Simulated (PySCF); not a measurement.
Molfile (atoms numbered from 1):
```
C8H9BF2S
     RDKit          3D

 21 22  0  0  0  0  0  0  0  0999 V2000
    5.0926    0.5355    0.5247 F   0  0  0  0  0  0  0  0  0  0  0  0
    3.8878    0.9197    0.9118 B   0  0  0  0  0  0  0  0  0  0  0  0
    3.8261    1.8486    1.8512 F   0  0  0  0  0  0  0  0  0  0  0  0
    2.6303    0.3080    0.2891 C   0  0  0  0  0  0  0  0  0  0  0  0
    2.5586   -0.6459   -0.7096 C   0  0  0  0  0  0  0  0  0  0  0  0
    1.2345   -0.9806   -1.0717 C   0  0  0  0  0  0  0  0  0  0  0  0
    0.2859   -0.2832   -0.3507 C   0  0  0  0  0  0  0  0  0  0  0  0
   -1.1939   -0.3783   -0.4410 C   0  0  0  0  0  0  0  0  0  0  0  0
   -2.0262   -0.7449    0.8150 C   0  0  0  0  0  0  0  0  0  0  0  0
   -3.1134    0.2315    0.3329 C   0  0  0  0  0  0  0  0  0  0  0  0
   -2.0532    0.9047   -0.5562 C   0  0  0  0  0  0  0  0  0  0  0  0
    1.0405    0.7844    0.7718 S   0  0  0  0  0  0  0  0  0  0  0  0
    3.4496   -1.0842   -1.1625 H   0  0  0  0  0  0  0  0  0  0  0  0
    0.9693   -1.7108   -1.8378 H   0  0  0  0  0  0  0  0  0  0  0  0
   -1.4398   -1.0683   -1.2634 H   0  0  0  0  0  0  0  0  0  0  0  0
   -1.5282   -0.3826    1.7279 H   0  0  0  0  0  0  0  0  0  0  0  0
   -2.2869   -1.8043    0.9559 H   0  0  0  0  0  0  0  0  0  0  0  0
   -3.6180    0.8513    1.0879 H   0  0  0  0  0  0  0  0  0  0  0  0
   -3.8816   -0.2802   -0.2668 H   0  0  0  0  0  0  0  0  0  0  0  0
   -1.5653    1.7461   -0.0391 H   0  0  0  0  0  0  0  0  0  0  0  0
   -2.3365    1.2350   -1.5666 H   0  0  0  0  0  0  0  0  0  0  0  0
  1  2  1  0
  2  3  1  0
  2  4  1  0
  4  5  2  0
  5  6  1  0
  6  7  2  0
  7  8  1  0
  8  9  1  0
  9 10  1  0
 10 11  1  0
  7 12  1  0
 12  4  1  0
 11  8  1  0
  5 13  1  0
  6 14  1  0
  8 15  1  0
  9 16  1  0
  9 17  1  0
 10 18  1  0
 10 19  1  0
 11 20  1  0
 11 21  1  0
M  END
```

Geometry: PBE0-D3(BJ)/def2-SVP; GIAO absolute shieldings from PySCF 2.14.0 with density-fitted response routines, gas phase, non-relativistic, averaged over equivalent atoms.

At WP04/pcSseg-1 (256 basis functions, 57 s wall time on 1 thread of an Arm Neoverse V2, shared host):
```csv
atoms,σ (ppm)
F1/F3,280.8
B2,73.3
C7,-5.3
C5,24.3
C4,39.8
C6,41.7
C8,130.2
C9/C11,132.8
C10,150.1
S12,199.6
H13,24.13
H14,24.89
H15,28.33
H17/H21,29.33
H16/H20,29.53
H19,29.77
H18,29.85
```

Q: Predict the values at PBE0/pcSseg-1 on the same geometry.

A: 
```csv
atoms,σ at PBE0/pcSseg-1,change
F1/F3,266.8,-14.0
B2,78.3,+5.0
C7,9.3,+14.6
C5,36.9,+12.6
C4,54.0,+14.2
C6,54.0,+12.3
C8,144.9,+14.7
C9/C11,146.4,+13.6
C10,165.5,+15.4
S12,249.5,+49.9
H13,23.56,-0.57
H14,24.31,-0.58
H15,27.87,-0.46
H17/H21,28.91,-0.42
H16/H20,29.15,-0.38
H19,29.39,-0.38
H18,29.52,-0.33
```

The largest change is at S12 (aromatic ring sulfur). Cost: 256 basis functions, 73 s wall time on 1 thread of an Arm Neoverse V2, shared host. The order of the carbon signals is the same at both levels.

A carbon bonded to boron is broadened by the quadrupolar boron nucleus and is often missing from a measured spectrum.
